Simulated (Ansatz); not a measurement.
`FB(F)[SeH]` + `B1[SiH2]S1` → `[SeH][SiH]1BS1` + `FBF`  (formal exchange of groups at the Se–B bond)

Isolated molecules relaxed with PBE0-D4/def2-TZVP in Ansatz; ΔE leaves out vibrations. CCSD(T)/CBS adds triple-zeta CCSD(T) − MP2 to the extrapolated MP2 energy (def2 sets, frozen cores). This one scheme is used for every species. DFT in def2-TZVPP. B3LYP here is the variant with VWN-RPA as its local correlation; programs differ in this. For Se outer-core shells are correlated without core-valence functions, which leaves a few kJ/mol of doubt a bond. Scalar relativity is left out up to krypton. Each species was taken in one conformer, which may not be the lowest.

```tsv
level	ΔE (kcal/mol)
LDA (SPW92)	-1.9
revPBE-D4	-3.7
B3LYP	-3.2
MP2/def2-QZVPP	-5.5
SCS-MP2/def2-QZVPP	-5.0
HF/CBS(def2)	-3.9
MP2/CBS(def2)	-5.9
CCSD/CBS(def2)	-4.3
```

Q: What does CCSD(T)/CBS give? (Best estimate.)

A: Computed: -4.5 kcal/mol. The listed levels differ from it by 2.6, 0.8, 1.3, -1.0, -0.5, 0.6, -1.4, 0.2 kcal/mol.

Q: What do rigid-rotor, harmonic-oscillator terms from PBE0-D4/def2-TZVP frequencies (298.15 K, 1 bar) make of the CCSD(T)/CBS value? (An estimate is asked.)

A: Computed: ΔZPE = +0.4 kcal/mol, ΔH = -3.7 kcal/mol, ΔS = 2 J/(mol·K), ΔG = -3.8 kcal/mol.

Largest T1 diagnostic among the species: 0.017.

Leaving LDA and LC-ωPBE aside and taking each functional with its dispersion term where it has one, the values, not all of them listed here, spread over 2.8 kcal/mol, from BHLYP-D4 to B97M-V. LDA lies +1.1 kcal/mol from PBE without D4. The D4 term adds −1.1 kcal/mol with B3LYP and −0.6 kcal/mol with PBE0; it sums over pairs of atoms, weighted by their polarisabilities, and B3LYP, whose exchange is more repulsive, gets the larger term.
